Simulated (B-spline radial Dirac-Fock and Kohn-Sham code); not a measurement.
**Photoemission from I at 2550 eV, detector at θ = 60°, φ = 180°**

System: the I atom in the configuration [Kr] 4d10 5s2 5p5. The computed values come from a radial B-spline solver: Dirac-Hartree-Slater photoionisation with a Latter tail; cross sections with all multipoles, angular parameters from the dipole term and its interference with E2. Thresholds are tabulated edges, those marked * orbital energies of the model. For linearly polarised light dσ/dΩ = σ/(4π) [1 + β P₂(cos θ) + (δ + γ cos²θ) sin θ cos φ], with θ from the polarisation vector and φ the angle between the beam and the projection of the electron momentum on the plane normal to the polarisation. The dipole factor is 1 + βP₂ and the non-dipole term is the rest of the bracket. Open shells are filled statistically over j.

Input of the calculation (task.json; shells as n, l, electrons):

```json
{"items": [{
  "Z": 53,
  "q": 0,
  "cfg": [[1, 0, 2], [2, 0, 2], [2, 1, 6], [3, 0, 2], [3, 1, 6], [3, 2, 10], [4, 0, 2], [4, 1, 6], [4, 2, 10], [5, 0, 2], [5, 1, 5]],
  "A": 127,
  "rrms": 4.75,
  "do": "xps",
  "hv": [54.3, 60, 60.5, 77.3, 80.2, 89.6, 108.0, 150, 181.0, 200, 210.0, 250.0, 275.0, 412.0, 800, 1310.0, 1330.0, 1486.9, 2000, 2380.0, 2550.0, 2610.0, 2984.4, 3250.0, 5090.0, 5200.0, 5640.0, 5920.0, 9251.7, 14000.0],
  "edges": {"K": 33169.0, "L1": 5188.0, "L2": 4852.0, "L3": 4557.0, "M1": 1072.0, "M2": 931.0, "M3": 875.0, "M4": 630.8, "M5": 619.3, "N1": 186.0, "N2": 123.0, "N3": 123.0}
}]}
```

Launch: `python xray2_run.py task.json out`

```csv
subshell,threshold (eV),σ (kb),β,γ,δ,dipole factor,non-dipole term,dσ/dΩ (kb/sr)
3s,1072.0,21.4,1.99,0.08,0.000,0.752,-0.016,1.25
3p1/2,931.0,27.9,1.61,0.00,0.002,0.799,-0.002,1.77
3p3/2,875.0,54.3,1.65,0.00,0.006,0.794,-0.006,3.40
3d3/2,630.8,38.1,1.24,0.48,0.078,0.845,-0.171,2.04
3d5/2,619.3,54.2,1.21,0.49,0.080,0.849,-0.175,2.91
4s,186.0,5.02,1.99,-0.06,0.000,0.751,+0.014,0.305
4p1/2,123.0,5.46,1.66,0.09,0.000,0.793,-0.020,0.336
4p3/2,123.0,10.4,1.70,0.10,0.005,0.788,-0.026,0.632
4d3/2,59.32*,5.33,1.26,0.55,0.069,0.842,-0.180,0.281
4d5/2,57.48*,7.55,1.22,0.56,0.072,0.848,-0.184,0.399
5s,20.51*,0.722,1.99,-0.07,0.000,0.751,+0.016,0.0441
5p1/2,10.35*,0.467,1.66,0.11,0.000,0.792,-0.023,0.0286
5p3/2,9.23*,0.841,1.70,0.12,0.005,0.787,-0.030,0.0507
```
